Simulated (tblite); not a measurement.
Write Cartesian coordinates for `C=C[C@H]1CN(C)N=C1C` as optimised with GFN2-xTB.

```xyz
21
C7H12N2 angstrom
C      3.0025    0.3429    0.5662
C      1.7452    0.0230    0.8100
C      0.7022   -0.1650   -0.2459
C     -0.1929   -1.3905    0.0055
N     -1.4486   -0.8085    0.4960
C     -2.6683   -1.5317    0.2631
N     -1.4818    0.5221    0.2293
C     -0.3447    0.9469   -0.1463
C     -0.0294    2.3715   -0.4054
H      3.3731    0.4655   -0.4388
H      3.7165    0.4922    1.3580
H      1.3896   -0.0898    1.8260
H      1.1722   -0.1760   -1.2333
H     -0.3668   -1.9608   -0.9175
H      0.2170   -2.0641    0.7614
H     -3.4937   -0.9211    0.6214
H     -2.6403   -2.4671    0.8222
H     -2.8279   -1.7588   -0.8009
H      0.3229    2.4997   -1.4292
H     -0.9174    2.9776   -0.2522
H      0.7617    2.7091    0.2646
```

Any rigid rotation of these coordinates is as good. Atoms count from 1 in this order. N5 (nitrogen bonded to 2 C and N) is pyramidal (angles 118.2°, 116.1° and 110.1°, sum 344.4°, 0.33 Å off the plane of its three neighbours). The 3 C–N bonds span 1.271 Å (N7=C8, drawn double) to 1.468 Å (C4–N5, drawn single), a spread of 0.197 Å. N7 (C=N nitrogen) is bent (angle 111.3°). The 5-membered ring C3–C4–N5–N7–C8 has internal angles of 99.8° to 112.9° (sum 538°, against 540° for a flat polygon); it is slightly puckered (a soft mode that the optimisation may not have finished), 0.06 Å rms from its mean plane, widest ring torsion 15°.

Bonds between heavy atoms (Å): C1=C2 1.320, C2–C3 1.496, C3–C4 1.538, C4–N5 1.468, N5–C6 1.437, N5–N7 1.357, N7=C8 1.271, C8–C9 1.482, C3–C8 1.530.

Structure optimised with GFN2-xTB, isolated species.

Point group: C1 (no symmetry element, even within 0.4 Å). Its GFN2-xTB frequencies are all real (lowest 62 cm⁻¹). The numbers are those of one conformer (C1–C2–C3–C4 137°, C2–C3–C4–N5 104°, C3–C4–N5–C6 152°, C4–N5–N7–C8 -12°, C2–C3–C8–N7 -112°).

The numbers are calculated, not measured.
